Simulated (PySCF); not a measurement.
## Computed properties of silole (C4H6Si), SMILES C1=C[SiH2]C=C1

silole (C4H6Si), SMILES C1=C[SiH2]C=C1. The structure is a stationary point at r2SCAN-D4/def2-SVP. One conformer was computed; it need not be the lowest. All values are computed for the isolated molecule unless a solvent is named; none is compared with measurement here.

**Structure.** The optimised structure has C2v symmetry. All 27 harmonic modes at r2SCAN-D4/def2-SVP (PySCF) are real, so it is a minimum. With heavy atoms numbered as in [CH:1]1=[CH:2][SiH2:3][CH:4]=[CH:5]1, the shortest bond between them is C4–C5 at 1.356 Å and the longest Si3–C4 at 1.875 Å.

**Vibrations.** The strongest infrared lines (harmonic, unscaled, degenerate partners summed) lie at 725 cm⁻¹ (160 km/mol, H 79 %, C 16 %), 2211 cm⁻¹ (101 km/mol, H 96 %), 2214 cm⁻¹ (94 km/mol, H 98 %). The softest mode is at 239 cm⁻¹ and the zero-point energy is 51.2 kcal/mol.

**Electronic structure.** PBE0/def2-TZVP (PySCF) places the frontier levels at -6.79 and -1.62 eV, a gap of 5.17 eV, and gives a dipole moment of 0.69 D and a mean polarisability of 68.9 bohr³. PBE/def2-TZVP (PySCF) at the same geometry gives -5.81 and -2.53 eV, so its gap is 1.89 eV narrower. An orbital gap is neither the optical nor the fundamental gap.

**Excitations.** TDDFT-PBE0/def2-SVPD (PySCF) has S1 at 4.37 eV (284 nm, f = 0.056, bright); the most intense of the 10 singlets computed lies at 7.32 eV (f = 0.15). T1 (TDA) is at 2.58 eV. TDDFT-PBE/def2-SVPD (PySCF) puts S1 at 4.20 eV. No vertical singlet excitation falls in the visible range (under 3.1 eV).

**NMR.** GIAO shifts at B3LYP/pcSseg-1 (PySCF) (non-relativistic, atoms alike by connectivity averaged): ¹³C from 136.9 to 161.7 ppm against TMS; ¹H from 4.8 to 7.5 ppm against TMS; ²⁹Si at -44.9 ppm against TMS.

**Solvation.** SMD-M06-2X/def2-SVP (PySCF) gives 1.6 kcal/mol in water, -2.2 kcal/mol in n-hexane, -1.9 kcal/mol in 2-propanol (1 M in both phases, gas-phase geometry); of these solvents n-hexane holds the molecule best.
